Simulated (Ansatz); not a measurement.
Gas-phase electronic energies from Ansatz, PBE0-D4/def2-TZVP geometries. CBS: MP2 limit from def2 TZ/QZ plus the TZ coupled-cluster correction, frozen cores. DFT in def2-TZVPP. One conformer a species, not always the lowest.

Reaction (formal exchange of groups at a B–Si bond): `CO[SiH2]BO` + `CCCCF` → `CCCBO` + `CO[SiH2]CF`

```json
{"level": "PBE-D4", "ΔE (kJ/mol)": "-23.2"}
{"level": "CCSD/def2-TZVPP", "ΔE (kJ/mol)": "-26.9"}
```

Q: What does CCSD(T)/CBS give? (An estimate is asked.)

A: The calculation gave: -28.0 kJ/mol. The listed levels differ from it by 4.8, 1.1 kJ/mol.

Largest T1 diagnostic among the species: 0.013.
